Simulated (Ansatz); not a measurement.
Total energies of the cluster Si3Se4⁺ (the lowest doublet isomer of a short search) from Ansatz at r2SCAN-D4/def2-TZVP, gas phase (1 Eh = 27.2114 eV = 2625.5 kJ/mol). The reference geometry is relaxed at PBE-D4/def2-SVP.

```xyz
7

Si    0.8321   -1.4466   -1.9615
Si   -0.6310    1.5245    0.2464
Si   -0.0493   -1.3586    1.0383
Se   -1.2779   -0.5131   -0.8527
Se    0.5215    0.6957    2.0037
Se    1.7616   -2.3317   -0.0679
Se   -1.1571    3.4297   -0.4062
```

```csv
state,geometry,energy (Eh)
charge 1 doublet,reference,-10474.49808
charge 0 singlet,reference,-10474.76184
charge 1 quartet,relaxed at PBE-D4/def2-SVP,-10474.49362
```

(1) Work out the vertical electron affinity, to the singlet.

(2) Which of the charge 1 states is lowest, and how far above it are the others?

(1) E(charge 1 doublet) − E(charge 0 singlet) = -10474.49808 − (-10474.76184) = 0.26376 Eh = 7.18 eV.

(2) The doublet. quartet: -10474.49362 − (-10474.49808) = 0.00446 Eh = 11.7 kJ/mol. The quartet differs in its bonds from the reference.

The structure comes from a short search, and lower isomers may exist.
